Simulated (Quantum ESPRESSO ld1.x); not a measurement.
Results of a calculation; reference values are marked as such.
Question: Br7+, configuration [Ar] 3d10. Level of theory: Dirac Kohn-Sham, relativistic LDA (MacDonald-Vosko exchange, VWN5 correlation), spin-unpolarised, spherical densities, point nucleus (ld1.x of Quantum ESPRESSO 7.5). Some entries of the table are withheld. Estimate them.

orbital,occ.,eigenvalue (eV),r(max) (bohr),<r> (bohr)
1s1/2,2,-13360.3,0.028,0.04289
2s1/2,2,-1837.16,0.160,(1)
2p1/2,2,-1668.78,(2),0.1630
2p3/2,4,-1621.57,(3),0.1669
3s1/2,2,-346.391,0.485,0.5508
3p1/2,2,-287.331,0.474,0.5543
3p3/2,4,-280.441,0.485,0.5645
3d3/2,4,(4),0.427,0.5728
3d5/2,6,(5),0.430,0.5764

Answer: 
(1) 2s1/2 <r> (bohr): 0.1898
(2) 2p1/2 r(max) (bohr): 0.126
(3) 2p3/2 r(max) (bohr): 0.129
(4) 3d3/2 eigenvalue (eV): -176.882
(5) 3d5/2 eigenvalue (eV): -175.760
